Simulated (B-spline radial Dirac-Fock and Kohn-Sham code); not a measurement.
## Auger decay of the K hole in Se⁺

System: Se⁺ in the configuration 1s2 2s2 2p6 3s2 3p6 3d10 4s2 4p3, inside a Watson sphere of charge -1 and radius 1.8 Å (a model of the Madelung potential; inside it an electron's potential energy is raised by 8.0 eV).

The computed values come from a radial finite-basis atomic code: one-electron (LDA, Dirac) transition rates at Dirac-Fock energies. Kinetic energies are configuration averages from the vacuum level; the two-hole energies are estimated from single-hole states.

| transition | kinetic energy (eV) | width (meV) | share (%) |
| --- | --- | --- | --- |
| K-L1L1 | 9250.5 | 55.8 | 6.2 |
| K-L1L2 | – | 67.0 | 7.4 |
| K-L1L3 | 9482.1 | 115 | 12.7 |
| K-L2L3 | – | 282 | 31.4 |
| K-L3L3 | 9689.6 | 153 | 17.0 |
| K-L1M1 | 10721.9 | 16.0 | 1.8 |
| K-L1M3 | 10790.4 | 16.4 | 1.8 |
| K-L2M3 | – | 34.7 | 3.9 |
| K-L3M2 | – | 34.5 | 3.8 |
| K-L3M3 | 11015.0 | 38.1 | 4.2 |

A dash stands for an energy that rests on an unreliable hole state.

For K holes below about Z = 40 intermediate coupling redistributes the KLL shares among these jj groups. The listed channels hold 90 % of the non-radiative rate. Summed by principal shells, of 0.899 eV in all: KLL 76.1 %, KLM 21.1 %, KMM 1.4 %, KLN 1.2 %.
